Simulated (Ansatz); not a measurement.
Born–Oppenheimer molecular dynamics of a periodic cell of 30 atoms, H$_{20}$CO$_{9}$ (contents 8 H2O + 1 CH3OH, density as packed 0.95 g/cm³ with natural masses). It goes on from the last frame of an earlier run, with new velocities.

Computed with DFT PBE-D3(BJ), scalar-relativistic, plane waves, PAW (Ansatz). Settings: cutoff 420 eV, k mesh 1x1x1, fermi-dirac smearing 0.02 eV, no spin polarisation.

```
ensemble        : NVT, Langevin thermostat
time step       : 0.5 fs
steps asked     : 200
set temperature : 1500 K
friction        : 0.5 /fs
masses          : H 2.014 u
seed            : 692796
```

First frame:

```xyz
30
Lattice="6.7460 0.0000 0.0000 0.0000 6.7460 0.0000 0.0000 0.0000 6.7460" Properties=species:S:1:pos:R:3
O 4.753 7.223 -0.558
H 3.846 7.545 -0.163
H 5.201 6.417 -0.215
O 2.831 3.060 6.241
H 3.205 3.664 5.543
H 1.890 3.016 6.066
O 7.712 1.451 4.505
H 8.194 1.879 3.760
H 6.891 1.772 4.149
O 1.654 5.920 2.410
H 1.822 6.843 2.540
H 1.405 5.822 1.529
O 1.965 -0.750 6.572
H 1.406 -1.253 5.902
H 2.315 -1.375 7.205
O 5.127 2.711 1.264
H 4.309 2.535 0.850
H 5.598 1.742 1.038
O -0.487 4.329 -0.084
H 0.223 4.479 0.605
H -1.030 3.580 0.282
O 5.264 1.991 4.298
H 4.829 2.038 3.396
H 4.569 1.615 4.850
C 4.814 5.295 4.178
O 3.873 4.183 3.817
H 5.971 5.306 4.014
H 3.054 4.697 3.649
H 4.601 6.138 3.704
H 4.785 5.441 5.391
```

**Question.** What does the run give?

**Answer.** All steps were run.

- steps done: 200
- time covered: 100 fs
- mean temperature over the second half: 1560 K
- spread of the potential energy over the second half: 15.0 meV per atom
- mean potential energy of the second half above the start: -3.1 meV per atom

A run of 0.1 ps of so small a system gives no equilibrium averages. The friction is so strong that the motion is overdamped, so the time scale means little. Limits of this set-up: coarse k mesh.

**Question.** What happens to the structure?

**Answer.** Mean squared displacements from the first frame to the last, about the centre of mass: O 0.06 Å², H 0.48 Å², C 0.03 Å². The details hang on the random start.

**Question.** How do temperature and energy run in time?

**Answer.** 
```tsv
time (fs)	T (K)	potential energy less start (eV)
0.0	1450	0.000
3.0	1247	0.328
6.0	1614	0.557
9.0	1693	0.852
12.0	1176	0.133
15.0	1576	-0.267
18.0	1640	-0.687
21.0	1317	-1.268
24.0	1629	-1.613
27.0	1361	-0.646
30.0	1572	0.111
33.0	1407	-0.233
36.0	1208	0.140
39.0	1799	0.217
42.0	1921	0.698
45.0	1301	0.784
48.0	1694	-0.021
51.0	1612	-0.453
54.0	1607	-0.193
57.0	1363	-0.465
60.0	1498	-0.593
63.0	1749	-0.640
66.0	1620	0.622
69.0	1771	0.652
72.0	1170	0.535
75.0	1441	0.143
78.0	1191	0.387
81.0	1552	-0.115
84.0	1465	0.051
87.0	1419	0.073
90.0	1908	0.161
93.0	1283	-0.682
96.0	1347	-0.729
99.0	1851	-0.131
```

Run time: 3.4 min on 1 thread of Intel(R) Xeon(R) 6975P-C (Granite Rapids) (shared host), peak memory 0.5 GiB.
